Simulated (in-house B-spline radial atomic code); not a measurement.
# Neutral neon: [He] 2s2 2p6

Level of theory: non-relativistic HSE06, spin-polarised, spherical fractional occupations, point nucleus; calculated with an all-electron radial atomic-structure program (B-spline basis).

Screening seen three ways: the hydrogenic charge with the same mean radius, Z_r = [3n² - l(l+1)]/(2<r>), the one with the same energy, Z_e = n√(-2ε), and Slater's rules. Values are occupation-weighted means over spin.

```tsv
shell	electrons	ε (eV)	<r> (bohr)	Z_r	Z_e	Slater
1s	2	-844.88	0.1581	9.49	7.88	9.70
2s	2	-40.107	0.8968	6.69	3.43	5.85
2p	6	-15.577	0.9753	5.13	2.14	5.85
```

The least bound orbital is 2p at -15.58 eV, and it is also the most diffuse (<r> = 0.9753 bohr).
